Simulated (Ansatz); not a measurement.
Compare A (`B[SiH]1BN1CO`) with its isomer B (`BB[SiH](O)C=N`).

Gas-phase electronic energies from Ansatz, PBE0-D4/def2-TZVP geometries. CCSD(T)/CBS is the MP2 limit (def2-TZVPP, def2-QZVPP) plus CCSD(T) − MP2 in def2-TZVPP, frozen cores. Functionals use def2-TZVPP. B3LYP here is the variant with VWN-RPA as its local correlation; programs differ in this. One conformer a species, not always the lowest.

Which isomer does CCSD(T)/CBS put lower? Give the gap. (An estimate is asked.)

The calculation gave: B, by 23.6 kJ/mol.

Give E(B) − E(A) in kJ/mol with CCSD/def2-TZVPP, r2SCAN-D4, B3LYP-D4, PBE0-D4, CCSD(T)/def2-TZVPP, MP2/def2-TZVPP, B2PLYP. (Estimate.)

Ansatz gave: CCSD/def2-TZVPP -27.6, r2SCAN-D4 -15.6, B3LYP-D4 -28.4, PBE0-D4 -5.5, CCSD(T)/def2-TZVPP -21.3, MP2/def2-TZVPP -11.7, B2PLYP -24.5. None reverses the order clearly.

Largest T1 diagnostic: 0.016.

In def2-TZVPP, CCSD(T) changes the Hartree–Fock value by +37.0 kJ/mol (the triples alone add +6.4 kJ/mol) and MP2 by +46.6 kJ/mol.
